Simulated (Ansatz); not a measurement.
Geometry optimisation, Ansatz 0.2.0, UKS revPBE-D4/def2-SVP.

The input (input.yaml):

```yaml
crystal:
  periodic: [false, false, false]
  atoms:
    - { symbol: Al, position_ang: [0.002217, 0.46574, -0.168496] }
    - { symbol: H, position_ang: [-0.013829, 0.389634, 2.584472] }
    - { symbol: F, position_ang: [1.447977, -0.292632, -0.591426] }
    - { symbol: F, position_ang: [-1.440904, -0.298352, -0.589882] }
    - { symbol: F, position_ang: [0.004539, -0.26439, 1.915331] }
magnetization:
  spin_polarized: true
  initial_magnetization: 1
basis:
  gaussian: { orbitals: def2-SVP }
hamiltonian:
  xc: revpbe
  dispersion: d4
relax:
  f_tol: 0.03
  max_steps: 50
output:
  orbitals: {}
```

Run as:

```bash
$ ansatz run input.yaml --threads 2 --pin off --max-ram 3072MiB --backend cpu --events-out ev --progress --plain --runs-dir out
```

Question: Where does it end, and by what steps?

Answer: The forces met the threshold. The force dipped under the threshold on the way, but the program's further checks kept it going. After 10 steps the energy has fallen by 0.012 eV; H2 moved furthest, 0.13 Å.

```csv
step,energy less start (eV),largest force component (eV/Å),accepted
0,0.0000,0.349,yes
1,-0.0056,0.138,yes
2,-0.0098,0.269,yes
3,-0.0113,0.035,yes
4,-0.0113,0.016,yes
5,-0.0114,0.003,yes
6,-0.0114,0.018,yes
7,-0.0103,0.305,no
8,-0.0115,0.038,yes
9,-0.0047,0.659,no
10,-0.0119,0.021,yes
```

```xyz
5
Properties=species:S:1:pos:R:3
Al 0.022 0.445 -0.104
H -0.097 0.420 2.496
F 1.457 -0.293 -0.609
F -1.448 -0.267 -0.541
F 0.066 -0.305 1.909
```

The run took 15 s on 2 threads of Arm Neoverse V1, on a shared host, peak memory 0.13 GiB.
